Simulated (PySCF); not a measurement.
CH3ClSZn. Atoms are numbered in the order given.

```xyz
7

Zn     0.1716    -0.3435     0.0000
Cl    -0.2601    -2.4077     0.0000
S      0.6199     1.7754     0.0000
C     -1.0703     2.4772     0.0000
H     -1.6374     2.1984     0.8987
H     -0.9477     3.5693     0.0000
H     -1.6374     2.1984    -0.8987
```

Geometry: PBE0-D3(BJ)/def2-SVP. The structure was generated by enumeration; whether it is a known compound was not checked. One conformer was computed; it need not be the lowest.

Level of theory: PBE/def2-TZVP (PySCF).

Symmetry labels are those of the subgroup Cs that the program uses (full group Cs).

Computed valence orbital energies around the gap with their symmetry:
```
orbital  symmetry  energy (eV)
-------  --------  -----------
HOMO−7         A'       -10.82
HOMO−6         A"       -10.66
HOMO−5         A'        -9.40
HOMO−4         A'        -9.08
HOMO−3         A"        -7.57
HOMO−2         A'        -7.56
HOMO−1         A'        -7.30
HOMO           A"        -5.91
LUMO           A'        -2.09
LUMO+1         A'        -1.59
LUMO+2         A"        -0.94
LUMO+3         A'         0.45
```
